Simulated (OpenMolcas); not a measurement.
Ti3+ with its 6 nearest oxide ions at 2.069 Å, on the Mg site of MgO (a = 4.2112 Å, distance in the model lattice 2.106 Å). The rest of the host is ab initio model potentials to 7.6 Å, with orthogonalisation functions on the cations behind the ligands, and point charges beyond; the distance is set by hand and nothing relaxes, and no local charge compensation is placed. Ligand basis ANO-RCC-VDZP.
```
Ti    0.0000    0.0000    0.0000
O     2.0690    0.0000    0.0000
O     0.0000    2.0690    0.0000
O    -2.0690    0.0000    0.0000
O     0.0000   -2.0690    0.0000
O     0.0000    0.0000    2.0690
O     0.0000    0.0000   -2.0690
```

```yaml
Program: OpenMolcas 26.06
Method: CASSCF
Basis: ANO-RCC-VTZP [6s5p3d2f1g]
Scalar_Hamiltonian: DKH2, point nucleus
Active_space: 1 electron in 5 orbitals (3d)
State_averaging: 2S+1 = 2 even, 5 roots
Spin-orbit_coupling: RASSI with atomic mean-field integrals over the reference wave functions
```

(1) What is the spin-free ground state (labels of O, the rotations of Oh)?

(2) Where is the first state of the same spin?

(3) What are the lowest two levels with spin-orbit coupling?

(4) What is χT at 300 K, and how does it compare with the textbook value?

(5) Which ligand-field parameters describe the states?

Answers

(1) 2T2, 3-fold in its orbital part; it has the highest spin that d1 allows.

(2) 2E at 19300 cm-1 above the ground state.

(3) A 4-fold level Γ8, then a 2-fold level Γ7 198.9 cm-1 above it. Their leading multiplicities are 2 (100 %) and 2 (100 %).

(4) The lowest level has 2S+1 = 2, for which the spin-only value is χT = S(S+1) / 2 = 0.375 cm3 K/mol (g = 2). The computed 0.450 at 300 K differs by +0.075, through orbital momentum, spin-orbit coupling and any other state in reach. With a threefold ground state the orbital momentum is unquenched, so the spin-only value is not expected to hold.

(5) The gap between the two states is 10Dq = 19269 cm-1. 

An orbital triplet at a regular site is open to Jahn-Teller coupling, which can distort the site and quench the lowest spin-orbit gaps and is left out. Ligand-to-metal charge-transfer states are missing. With metal d orbitals alone and no dynamic correlation 10Dq can be off by a tenth to a fifth, either way, in oxide and fluoride hosts. No measured value stands beside these numbers; the geometry was set by hand and not optimised.
